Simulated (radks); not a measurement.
Results of a calculation; reference values are marked as such.
Problem. All-electron atom: the molybdenum ion Mo+ in [Kr] 4d5. Code: a radial shooting solver on a logarithmic mesh with Libxc functionals. Model: Dirac Kohn-Sham, LDA (Slater exchange, Perdew-Wang correlation), spin-unpolarised, spherical densities, point nucleus; open shells fill j = l - 1/2 first. Some entries of the table are withheld. Estimate them.

orbital,occ.,eigenvalue (hartree),<r> (bohr),r(max) (bohr)
1s1/2,2,-727.3546,0.03520,0.02290
2s1/2,2,-102.9397,0.1536,0.1299
2p1/2,2,-94.78518,0.1308,0.1009
2p3/2,4,-90.87568,0.1354,0.1048
3s1/2,2,-17.70385,0.4295,0.3843
3p1/2,2,-14.59873,0.4239,0.3712
3p3/2,4,-13.95444,0.4345,0.3806
3d3/2,4,-8.44289,0.4135,0.3204
3d5/2,6,-8.32080,0.4170,0.3231
4s1/2,2,-2.61353,1.107,0.9876
4p1/2,2,-1.72944,1.217,(1)
4p3/2,4,-1.63688,1.249,(2)
4d3/2,4,-0.39393,1.886,1.380
4d5/2,1,-0.38600,1.909,1.394
5s1/2,0,-0.37169,3.219,2.784
5p1/2,0,-0.22709,4.016,3.421
5p3/2,0,-0.21998,4.108,3.506
5d3/2,0,-0.07441,7.787,(3)
5d5/2,0,-0.07391,7.842,(4)
4f5/2,0,-0.03387,15.24,13.30
4f7/2,0,-0.03387,15.24,13.30

Solution. 
(1) 4p1/2 r(max) (bohr): 1.053
(2) 4p3/2 r(max) (bohr): 1.079
(3) 5d3/2 r(max) (bohr): 6.508
(4) 5d5/2 r(max) (bohr): 6.561
